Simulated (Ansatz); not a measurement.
Geometry optimisation, RKS PBE-D4/def2-SVP (Ansatz).

The input (input.yaml):

```yaml
crystal:
  periodic: [false, false, false]
  atoms:
    - { symbol: O, position_ang: [-0.3543, 0.2863, -1.1707] }
    - { symbol: C, position_ang: [0.25, -0.0595, -0.0054] }
    - { symbol: O, position_ang: [1.492, 0.5322, 0.0245] }
    - { symbol: S, position_ang: [0.4935, -1.8641, 0.0572] }
    - { symbol: Te, position_ang: [-0.8503, 0.6107, 1.6967] }
    - { symbol: H, position_ang: [-1.3316, 0.0056, -1.1188] }
    - { symbol: H, position_ang: [2.0285, 0.2462, -0.7799] }
    - { symbol: H, position_ang: [-0.9321, -2.0816, 0.0646] }
    - { symbol: H, position_ang: [-0.7071, 2.2779, 1.2147] }
basis:
  gaussian: { orbitals: def2-SVP }
hamiltonian:
  xc: pbe
  dispersion: d4
relax:
  f_tol: 0.015
  max_steps: 40
output:
  orbitals: {}
```

Command:

```bash
$ ansatz run input.yaml --threads 2 --pin off --max-ram 3072MiB --backend cpu --events-out ev --progress --plain --runs-dir out
```

**Question.** Where does it end, and by what steps?

**Answer.** The run converged. After 8 steps the energy has fallen by 0.376 eV; S4 moved furthest, 0.21 Å.

```tsv
step	energy less start (eV)	largest force component (eV/Å)	accepted
0	0.0000	2.421	yes
1	-0.2937	0.760	yes
2	-0.3355	0.580	yes
3	-0.3674	0.236	yes
4	-0.3696	0.259	yes
5	-0.3749	0.082	yes
6	-0.3758	0.027	yes
7	-0.3759	0.031	yes
8	-0.3760	0.008	yes
```

```xyz
9
Properties=species:S:1:pos:R:3
O -0.315 0.309 -1.197
C 0.298 -0.042 -0.010
O 1.574 0.453 -0.001
S 0.408 -1.929 0.243
Te -0.803 0.687 1.793
H -1.266 0.094 -1.133
H 1.942 0.284 -0.897
H -0.898 -2.184 -0.050
H -0.851 2.282 1.236
```

Whether the end is a true minimum wasn't checked by a vibrational analysis.

Time of the run: 27 s on 2 threads of AMD EPYC 7R43 64-Core Processor (Zen 3), on a shared host, peak memory 0.17 GiB.
